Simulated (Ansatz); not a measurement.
The same path of Cl3Ge2H3 + ClH (10 atoms, charge 0, multiplicity 1) was run twice with different band settings. Lost on the way: Ge1–Ge2, Cl9–H10. Made: Ge1–Cl9, Ge2–H10.

Theory: RKS PBE/def2-SVP in Ansatz 0.2.0.

Relaxed end points:

```xyz
10
Properties=species:S:1:pos:R:3
Ge -0.159 -0.200 0.202
Ge -0.045 -0.333 2.651
H -0.682 -1.705 2.984
H 1.435 -0.271 3.076
H -0.891 0.827 3.218
Cl 1.550 -1.116 -0.779
Cl -0.296 1.860 -0.588
Cl -1.948 -1.187 -0.548
Cl 2.005 2.726 2.011
H 1.204 2.673 0.973
```

```xyz
10
Properties=species:S:1:pos:R:3
Ge 0.967 0.319 -0.878
Ge -0.531 0.338 3.519
H -1.735 -0.603 3.779
H 0.740 -0.508 3.266
H -0.311 1.248 4.753
Cl 1.859 -0.065 -2.795
Cl -0.498 1.879 -1.068
Cl 0.018 -1.475 -0.164
Cl 2.492 0.926 0.510
H -0.828 1.215 2.279
```

Common settings: spring 5.0 eV/Å²; optimiser quadratic models (default); start path through a guess of the saddle point; force threshold 0.03 eV/Å; iteration limit 60; end points relaxed.

| run | movable images | climbing image |
| --- | --- | --- |
| 1 | 7 | yes |
| 2 | 2 | no |

Task: What does each run give, and how far can it be trusted?

Result: Run 1: converged after 34 iterations, highest image 2.003 eV above the first end. Neighbouring images differ by up to 1.7 eV, so the band resolves the path poorly. A vibrational analysis at the climbing image gives one clearly imaginary mode, 790i cm⁻¹: a first-order saddle point.
Run 2: converged after 22 iterations, highest image 0.410 eV above the first end. No image climbed, so the highest image needn't sit at the top of the path. A band with more images between the same ends climbed to 2.00 eV, so this one has probably stepped over the top. So few images can step over the top or miss a turn of the path.
The orbitals stay closed-shell, which can raise the energy where a bond breaks towards radicals; this wasn't checked here.
